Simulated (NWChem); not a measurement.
Species: GeH$_{4}$Se; SMILES [GeH3][SeH]

Computed with NWChem. This build's default masses of Se (78.918 u) and Br (79.917 u) are each other's, which moves their modes by up to 0.6 %. The level has its own optimisation; frequencies are unscaled.

### Question
What does the run give for PBE0/def2-SVP? Quantities: r Ge–Se (Å); r H–Se (Å); highest harmonic frequency (cm⁻¹); lowest (cm⁻¹); zero-point energy (kcal/mol); dipole (D).

### Answer
The r Ge–Se (Å) is 2.358 and the r H–Se (Å) is 1.471. The highest harmonic frequency (cm⁻¹) is 2455. The lowest (cm⁻¹) comes out as 151. The zero-point energy (kcal/mol) is 19.6. The dipole (D) comes out as 1.17.
